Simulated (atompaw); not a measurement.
**Building the PAW (atompaw) potential for titanium (PBE, scalar-relativistic).**

atompaw 4.2.0.5 input, output lines left out:

```
Ti 22
GGA-PBE scalarrelativistic loggrid 1500 logderivrange -8 5 326
4 4 3 0 0 0
4 0 0
4 1 0
3 2 2
0 0 0
c
c
v
v
c
v
v
v
2
2.55 2.15 2.15 1.70
n
n
y
-1.15
n
bloechl gaussian
bessel
```

All-electron outer shells of the reference configuration (PBE, scalar-relativistic, ld1.x):

| shell | level (eV) | outermost node (bohr) | outermost maximum (bohr) |
| --- | --- | --- | --- |
| 2p | -460.19 | – | 0.22 |
| 3s | -78.55 | 0.40 | 0.87 |
| 3p | -54.77 | 0.37 | 0.90 |
| 3d | -19.68 | – | 0.97 |
| 4s | -16.90 | 1.23 | 2.61 |
| 4p | -12.41 | 1.35 | 3.03 |

What the tests gave:

```
Cutoffs needed                                           : 30 Ry and 35 Ry (the cutoffs (Ry, on a coarse ladder) from which the occupation-weighted sum of valence levels, in a spherical-Bessel basis at the reference potential, stays within 10 and 1 mRy of its value at 400 Ry)
Ghost test                                               : no extra level below or beside the all-electron valence levels (s, p, d, f tested) (spherical-Bessel basis up to 400 Ry, 20 bohr box)
Lowest eigenvalue of the overlap operator                : 0.64 (s channel)
Overlap eigenvalues printed by atompaw (projector basis) : 0.00642, 1.03, 2.61, 3.52, 5.6, 10.4
Share of each valence orbital outside the PAW sphere     : 3s 0 %, 4s 62 %, 3p 1 %, 4p 78 %, 3d 8 %
```

Generation and tests took about 1.4 s on one core of a shared server CPU.
